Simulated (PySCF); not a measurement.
C2H5ClSi2, SMILES C#C[Si@@H]([SiH3])Cl. The structure is a stationary point at PBE0-D3(BJ)/def2-SVP. The structure was generated by enumeration; whether it is a known compound was not checked.

Method: PBE0-D3(BJ)/def2-SVP run with PySCF.

Harmonic wavenumbers (cm⁻¹): 85, 108, 119, 134, 290, 330, 406, 508, 526, 559, 660, 739, 754, 761, 797, 866, 929, 930, 2164, 2225, 2239, 2244, 2251, 3473. Rotational constants (GHz): 2.145, 2.014, 1.142; symmetry number 1.

Question: Work out the zero-point energy and the ideal-gas rigid-rotor harmonic-oscillator thermochemistry at 298.15 K and 1 atm.

Answer: ZPE = ½ Σ hcν = ½ × 24097 cm⁻¹ = 34.45 kcal/mol. H − E(el) = 40.10 kcal/mol. Entropy in cal/(mol K): translation 40.28, rotation 28.57, vibration 20.23, total 89.08. G − E(el) = 13.54 kcal/mol. Cp = 29.27 cal/(mol K). Modes under 150 cm⁻¹ make the vibrational entropy uncertain.
